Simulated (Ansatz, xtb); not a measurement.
# Relative energy of two isomers of C6H2N2O

We compare X, `N#Cc1coc(C#N)c1`, a singlet, with Y, `N#Cc1ccoc1C#N`, a singlet. Both are isolated molecules in the gas phase, relaxed with PBE0-D3(BJ)/def2-SVP.

X (Å):

```xyz
11

C    -1.1547    2.3144   -1.2943
C    -0.7062    1.1484   -1.9719
C    -0.2020    1.0852   -3.2500
C    -0.1703   -0.9500   -2.4899
C     0.0910   -2.3388   -2.5916
C    -0.6843   -0.1925   -1.4737
N    -1.5215    3.2625   -0.7382
N     0.2971   -3.4779   -2.6537
O     0.1189   -0.1676   -3.5617
H    -0.0304    1.8453   -4.0079
H    -1.0063   -0.5412   -0.4962
```

Y (Å):

```yaml
atoms:
  - { symbol: C, position_ang: [-0.3523, 2.1049, -1.6212] }
  - { symbol: C, position_ang: [-0.5742, 0.8037, -2.1438] }
  - { symbol: C, position_ang: [-1.6563, 0.3730, -2.9741] }
  - { symbol: C, position_ang: [-1.4316, -0.9497, -3.2116] }
  - { symbol: C, position_ang: [0.2194, -0.3111, -1.9504] }
  - { symbol: C, position_ang: [1.4188, -0.4942, -1.2222] }
  - { symbol: N, position_ang: [-0.1850, 3.1721, -1.2020] }
  - { symbol: N, position_ang: [2.4011, -0.6293, -0.6215] }
  - { symbol: O, position_ang: [-0.3088, -1.3629, -2.5999] }
  - { symbol: H, position_ang: [-2.4812, 0.9812, -3.3351] }
  - { symbol: H, position_ang: [-1.9703, -1.7025, -3.7809] }
```

**Question.** Estimate which is lower in electronic energy at CCSD(T)/def2-SVP + ΔMP2/def2-TZVPP, and by roughly how much.

**Answer.** CCSD(T)/def2-SVP + ΔMP2/def2-TZVPP gives E(Y) − E(X) = +0.99 kcal/mol, slightly favouring structure X, which is too small a margin to settle the true order.

How the difference moves with the method:

```json
{"level": "GFN2-xTB", "geometry": "GFN2-xTB", "E(Y) − E(X) (kcal/mol)": "+0.17", "departure from the last row (kcal/mol)": "−0.82", "job, with rough time for the two": "optimisation, 0.93 s"}
{"level": "HF/STO-3G", "geometry": "GFN2-xTB", "E(Y) − E(X) (kcal/mol)": "+1.18", "departure from the last row (kcal/mol)": "+0.19", "job, with rough time for the two": "single point, 3.4 s"}
{"level": "r2SCAN-D4/def2-SVP", "geometry": "GFN2-xTB", "E(Y) − E(X) (kcal/mol)": "+0.64", "departure from the last row (kcal/mol)": "−0.35", "job, with rough time for the two": "single point, 19 s"}
{"level": "PBE0-D3(BJ)/def2-SVP", "geometry": "PBE0-D3(BJ)/def2-SVP", "E(Y) − E(X) (kcal/mol)": "+0.94", "departure from the last row (kcal/mol)": "−0.05", "job, with rough time for the two": "optimisation, 3.5 min"}
{"level": "HF/def2-SVP", "geometry": "PBE0-D3(BJ)/def2-SVP", "E(Y) − E(X) (kcal/mol)": "+2.53", "departure from the last row (kcal/mol)": "+1.54", "job, with rough time for the two": "part of the CCSD(T) run"}
{"level": "MP2/def2-SVP", "geometry": "PBE0-D3(BJ)/def2-SVP", "E(Y) − E(X) (kcal/mol)": "+0.07", "departure from the last row (kcal/mol)": "−0.92", "job, with rough time for the two": "part of the CCSD(T) run"}
{"level": "CCSD(T)/def2-SVP", "geometry": "PBE0-D3(BJ)/def2-SVP", "E(Y) − E(X) (kcal/mol)": "+1.14", "departure from the last row (kcal/mol)": "+0.15", "job, with rough time for the two": "single point"}
{"level": "CCSD(T)/def2-SVP + ΔMP2/def2-TZVPP", "geometry": "PBE0-D3(BJ)/def2-SVP", "E(Y) − E(X) (kcal/mol)": "+0.99", "departure from the last row (kcal/mol)": "", "job, with rough time for the two": "single point, 6.3 min"}
```

As drawn, both hold the same kinds of bond in the same numbers.

The largest departure from CCSD(T)/def2-SVP + ΔMP2/def2-TZVPP is that of HF/def2-SVP, 1.54 kcal/mol. The last row adds to CCSD(T) the change of the MP2 difference between the two basis sets, here −0.15 kcal/mol.

With thermal terms from frequencies at re-optimised GFN2-xTB minima (ideal gas, soft modes damped towards free rotors, one conformer each, 298.15 K, 1 atm): on the last row, ΔE + ΔZPE = +1.01, ΔH = +1.01, ΔG = +0.99 kcal/mol.

The correlated steps freeze 9 core orbitals. Codes used: Ansatz 0.2.0, xtb 6.7.1; the last row on 2 threads of AMD EPYC (Zen 3) on a shared host.
